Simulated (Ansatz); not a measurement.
`Cl[SiH]1BC1` + `C[O][GeH2][I]` → `I[SiH]1BC1` + `C[O][GeH2][Cl]`  (redistribution)

Computed with Ansatz on PBE0-D4/def2-TZVP structures; ΔE is electronic, products minus reactants. CBS: MP2 limit from def2 TZ/QZ plus the TZ coupled-cluster correction, frozen cores. DFT in def2-TZVPP. HSE06 is defined as in plane-wave codes. def2 core potentials past Kr. For Ge, I outer-core shells are correlated without core-valence functions, which leaves a few kJ/mol of doubt a bond. Scalar relativity is left out up to krypton. One conformer a species, not always the lowest.

Is it downhill or uphill in electronic energy at CCSD(T)/CBS, and by how much? (Estimate.)

Computed: Uphill: ΔE = +12.4 kJ/mol.

What do these levels give: BLYP-D4, r2SCAN0-D4, HSE06-D4, revPBE, r2SCANh, HF/def2-SVP? (Estimate.)

The calculation gave: BLYP-D4 14.5, r2SCAN0-D4 12.8, HSE06-D4 12.3, revPBE 11.7, r2SCANh 12.8, HF/def2-SVP 10.9 kJ/mol.

What do rigid-rotor, harmonic-oscillator terms from PBE0-D4/def2-TZVP frequencies (298.15 K, 1 bar) make of the CCSD(T)/CBS value? (Best estimate.)

The calculation gave: ΔZPE = 0.0 kJ/mol, ΔH = +12.3 kJ/mol, ΔS = 2 J/(mol·K), ΔG = +11.6 kJ/mol. Modes under 50 cm⁻¹ make the entropy rough.

Largest T1 diagnostic among the species: 0.012.

Leaving LDA and LC-ωPBE aside and taking each functional with its dispersion term where it has one, the values, not all of them listed here, spread over 4.1 kJ/mol, from revPBE-D4 to CAM-B3LYP-D4.
